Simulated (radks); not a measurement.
The numbers below are computed, except where a source is named.
Species: N2+. Configuration: [He] 2s2 2p1 (the NIST ground configuration).

Level of theory: non-relativistic Kohn-Sham, SOGGA, spin-polarised, spherical densities, point nucleus; open shells are filled with parallel spins first (a radial shooting solver on a logarithmic mesh with Libxc functionals).

Energy parts (eV):
| part | energy |
|---|---|
| total | -1432.514 |
| kinetic | 1429.423 |
| electron-nucleus | -3210.947 |
| Hartree | 498.203 |
| exchange-correlation | -149.192 |

Orbitals (lengths in bohr, moments of r in powers of bohr):
orbital,occ.,eigenvalue (eV),<1/r>
1s up,1,-421.9348,6.618
1s down,1,-421.0738,6.629
2s up,1,-49.8393,1.241
2s down,1,-47.4352,1.222
2p up,1,-38.2981,1.148
2p down,0,-35.8202,1.128

The highest occupied level is 2p up at -38.298 eV. The spin density at the nucleus is -0.0457 e/bohr^3 (1s -0.2815, 2s 0.2358), a Fermi contact field of -2.4 T. Summed over all electrons, <r^2> = 4.991 bohr^2, which gives a Langevin (diamagnetic) susceptibility term of -3.95 x 10^-6 cm^3/mol. The electron density at the nucleus is 208.7 e/bohr^3.
